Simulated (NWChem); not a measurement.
**Basis-set convergence for H2BF2N**

SMILES: NB(F)F
```xyz
6

B      0.0000     0.0000    -0.0383
F      1.1400     0.0000    -0.7291
F     -1.1400     0.0000    -0.7291
N      0.0000     0.0000     1.3586
H     -0.8528     0.0000     1.9026
H      0.8528     0.0000     1.9026
```
Charge 0, spin multiplicity 1.

The numbers come from NWChem runs, not from measurements. The geometry was optimised at B3LYP/def2-SVP, a minimum by its harmonic frequencies. It is one conformer; others weren't searched.

Quantity: vertical ionisation energy at the level ΔPBE (Δ: difference of total energies, the cation a doublet at the parent's geometry with its hole in an orbital of symmetry b2 (C2v labels); it is the state that the SCF runs reached, from PBE0 orbitals for Hartree-Fock references, and need not be the lowest).

The structure started from a generated list of species. The stability of the SCF solutions was not checked.

Costs are rough ratios of processor time within this set of runs, SCF included, with cc-pVDZ as 1.

```tsv
basis	functions	vertical ionisation energy (eV)	relative cost
cc-pVDZ	66	10.99	1
def2-SVP	66	11.10	under 3
def2-SVPD	102	11.39	under 3
cc-pVTZ	148	11.22	4
```

Smallest basis within 0.2 eV of cc-pVTZ, the largest set run: def2-SVP, with 66 functions against 148 and about 20 % of the time (also within reach: def2-SVPD). cc-pVTZ isn't the basis-set limit itself, and a small set can land close by cancellation.
